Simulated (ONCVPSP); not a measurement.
# Varying the ONCV potential for Ni (Z = 28)

Base potential:

| Quantity | Value |
| --- | --- |
| Element | nickel (Ni) |
| Generator | ONCVPSP 4.0.1 |
| Type | optimised norm-conserving Vanderbilt (ONCV) |
| Functional | PBE |
| Relativity | scalar-relativistic |
| Frozen core | [Ne] |
| Valence charge | 18 |
| Reference configuration | 3s2 3p6 3d8 (charge +2) |
| Partial waves | 3s: rc 0.85 bohr, ncon 4, nbas 9, qcut 8.4 1/bohr, 1 projector; 3p: rc 1.00 bohr, ncon 5, nbas 9, qcut 12.5 1/bohr, 2 projectors, debl 2.1 Ha; 3d: rc 1.50 bohr, ncon 3, nbas 8, qcut 9.4 1/bohr, 2 projectors, debl 1.8 Ha |
| Local potential | polynomial inside 0.60 bohr (lpopt 5, dvloc0 6 Ha) |
| Core correction | none |

In the p channel the program set the typed energies aside and used -3.348, 0.250 Ha.

Cutoffs, loose and tight: the cutoffs (Ha) at which the residual kinetic energy of the hardest occupied pseudo-wave falls to 1 and 0.1 mHa per electron. They do not see the model core or the augmentation charge, which bear on the density cutoff. Test errors are all-electron minus pseudo excitation energies from the reference, over the configurations 3s2 3p6 3d8 4s2; 3s2 3p6 3d8 4s1; 3s2 3p6 3d7; 3s2 3p6 3d7 4s2. A dash means not determined; rows that change the core or the reference have their own tests. The largest error is taken over the tests solved by every variant that gives reliable tests at all: 3s2 3p6 3d7; 3s2 3p6 3d8 4s1; 3s2 3p6 3d8 4s2.

| change | outcome | cutoff, loose | cutoff, tight | bound ghosts | GHOST(+) flags above zero | largest test error (meV) |
| --- | --- | --- | --- | --- | --- | --- |
| base | generated, projector energies reset by the program | 286 Ha | 342 Ha | none | none | +710 |
| s: rc 0.6 | generated, projector energies reset by the program | 527 Ha | 644 Ha | none | s | +305 |
| s: rc 0.68 | generated, projector energies reset by the program | 475 Ha | 546 Ha | none | s | +370 |
| s: rc 0.74 | generated, projector energies reset by the program | 403 Ha | 463 Ha | none | none | +457 |
| s: rc 0.84 | generated, projector energies reset by the program | 296 Ha | 352 Ha | none | none | +683 |
| s: rc 0.9 | generated, projector energies reset by the program | 192 Ha | 296 Ha | none | none | +871 |
| s: rc 1 | generated, projector energies reset by the program | 58 Ha | 227 Ha | none | none | +1244 |
| s: rc 1.06 | generated, projector energies reset by the program | 38 Ha | 186 Ha | none | none | +1524 |
| s: rc 1.18 | generated, projector energies reset by the program | 38 Ha | 66 Ha | none | none | +2131 |
| s: rc 1.24 | generated, projector energies reset by the program | 38 Ha | 66 Ha | none | none | +2457 |

Reading the sweep of the s radius (base included, trends over the rows without a ghost): The loose cutoff falls from 527 Ha at 0.6 to 38 Ha at 1.24 bohr. A larger radius leaves more room for a smooth pseudo-wave, so fewer plane waves are needed; a smaller one forces it to follow the all-electron wave where it bends sharply. The median size of the test errors (rows with all tests solved) rises from 249.8 meV at 0.6 to 1761.9 meV at 1.18 bohr. More of the atom is replaced by a form fitted at one configuration, so other configurations suffer as the radius grows.
